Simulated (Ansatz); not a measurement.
Computed with frozen-core CCSD(T)/cc-pVTZ // PBE0-D4/def2-TZVP run with Ansatz (a program for electronic structure).

Ansatz 0.2 input:
```yaml
crystal:
  periodic: [false, false, false]
  atoms:
    - { symbol: Se, position_ang: [0.003493, -0.004941, 0.611712] }
    - { symbol: H, position_ang: [-0.028802, 1.235606, -0.194585] }
    - { symbol: H, position_ang: [1.082312, -0.592444, -0.213696] }
    - { symbol: H, position_ang: [-1.057004, -0.638219, -0.203432] }
basis:
  gaussian: { orbitals: cc-pVTZ }
correlation:
  method: ccsd_t
total_charge: 1
```

Output:

```
Functional definition: HF
498 factors; integrals over basis functions are off by at most 7.7e-4 eV
mean field evaluation 1: about -65342.7319 eV, gradient 1.4e1 eV
mean field evaluation 2: about -65342.7385 eV, gradient 1.4e1 eV
mean field evaluation 4: about -65343.4557 eV, gradient 1.7e0 eV
mean field evaluation 8: about -65343.4751 eV, gradient 7.1e-2 eV
mean field evaluation 16: about -65343.4673 eV, gradient 3.5e-1 eV
mean field -65343.47511742 eV, -2401.3284191670 hartree, gradient 3.9e-6 eV, S^2 0.000000; 0 other end points of the search recorded, 0 dependent functions left out
9 core orbitals not correlated
reference -65343.47511742 eV, -2401.3284191670 hartree; 9, 9 occupied and 67, 67 virtual orbitals, 498 factors
second order -6.43554591 eV of doubles, -0.00000000 eV of singles
cycle   1  -6.78417868 eV  change   -3.5e-1 eV  update   5.7e-2
cycle   2  -7.02299561 eV  change   -2.4e-1 eV  update   1.8e-2
cycle   3  -7.03255125 eV  change   -9.6e-3 eV  update   5.9e-3
cycle   4  -7.03267029 eV  change   -1.2e-4 eV  update   1.7e-3
cycle   5  -7.03222579 eV  change    4.4e-4 eV  update   4.2e-4
cycle   6  -7.03219288 eV  change    3.3e-5 eV  update   1.2e-4
cycle   7  -7.03219750 eV  change   -4.6e-6 eV  update   3.1e-5
cycle   8  -7.03220117 eV  change   -3.7e-6 eV  update   6.8e-6
perturbative correction -0.23400407 eV, -0.0085994908 hartree
Total energy: -65350.74132266 eV, -2401.5954472842 hartree
```

Cost: very roughly 6 core-seconds.
